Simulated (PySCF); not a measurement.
Bonds (- single, = double, # triple, : aromatic): F1-Si2 1.618 Å, Si2-N3 1.742 Å, N3=C4 1.250 Å, C4-C5 1.522 Å, C5-F6 1.333 Å, C5-F7 1.331 Å, C5-F8 1.331 Å. Si2 carries H9, H10; C4 carries H11. Stereochemistry as in F[SiH2]/N=C\C(F)(F)F.

Geometry: PBE0-D3(BJ)/def2-SVP; GIAO shifts from PySCF 2.14.0 with density-fitted response routines, gas phase, non-relativistic, averaged over equivalent atoms.

At PBE0/STO-3G (47 basis functions, 4.5 s wall time on 1 thread of an Arm Neoverse V1, shared host):
```
   atoms  δ (ppm)
F6/F7/F8    -98.9
      F1   -216.5
     Si2    -30.1
      N3    319.4
      C4    114.4
      C5     91.4
     H11     8.15
  H9/H10     3.28
```

Scale: $^{19}$F (σ = 304.40 ppm) against CFCl3; $^{29}$Si (σ = 517.60 ppm), $^{13}$C (σ = 234.69 ppm), $^{1}$H (σ = 32.60 ppm) against TMS; $^{15}$N (σ = 294.71 ppm) against NH3 (reference shieldings calculated alike).

**Question.** Predict the values at PBE0/6-31G* on the same geometry.

**Answer.** 
| atoms | δ at PBE0/6-31G* | change |
| --- | --- | --- |
| F6/F7/F8 | -94.7 | +4.2 |
| F1 | -150.8 | +65.7 |
| Si2 | -3.9 | +26.2 |
| N3 | 361.3 | +41.9 |
| C4 | 153.7 | +39.3 |
| C5 | 113.2 | +21.8 |
| H11 | 8.23 | +0.08 |
| H9/H10 | 5.61 | +2.33 |

δ = σ(ref) − σ, references computed at the same level: $^{19}$F (σref 198.90) against CFCl3; TMS for $^{29}$Si (σref 418.09), $^{13}$C (σref 194.14), $^{1}$H (σref 31.96); $^{15}$N (σref 259.38) against NH3.

The largest change is at F1 (fluorine bonded to Si). Cost: 122 basis functions, 19 s wall time on 1 thread of an Arm Neoverse N1, shared host.

Unscaled 19F shifts against computed CFCl3 carry errors that often reach 10 to 50 ppm. Experimental scales use liquid or dissolved standards, which lie at an offset from isolated NH3 (liquid NH3: subtract about 20 ppm). Unscaled 15N shifts of sp2 nitrogen often come out too high even then, by a few to some tens of ppm.
